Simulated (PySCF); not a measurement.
CH₅AlOS. Atoms are numbered in the order given.

```xyz
9

Al    -0.5829     1.0545     0.0000
H     -1.8981     1.9293     0.0000
O      0.9899     1.7149     0.0000
H      1.2259     2.6431     0.0000
S     -0.6705    -1.1125     0.0000
C      1.1106    -1.5443     0.0000
H      1.7438    -0.6473     0.0000
H      1.3254    -2.1437    -0.8947
H      1.3254    -2.1437     0.8947
```

Geometry optimised at PBE0-D3(BJ)/def2-SVP. The values are those of a single conformer.

These are PySCF with M06-2X/def2-TZVP values and carry that method's errors.

ESP charges are fitted to the potential on shells at 1.4 to 2.0 van der Waals radii. Atomic charges (e):

```
atom  ESP fit  meta-Löwdin
----  -------  -----------
Al1      0.77         0.80
H2      -0.22        -0.14
O3      -0.72        -0.80
H4       0.40         0.35
S5      -0.36        -0.23
C6      -0.20        -0.38
H7       0.08         0.14
H8       0.13         0.13
H9       0.13         0.13
```
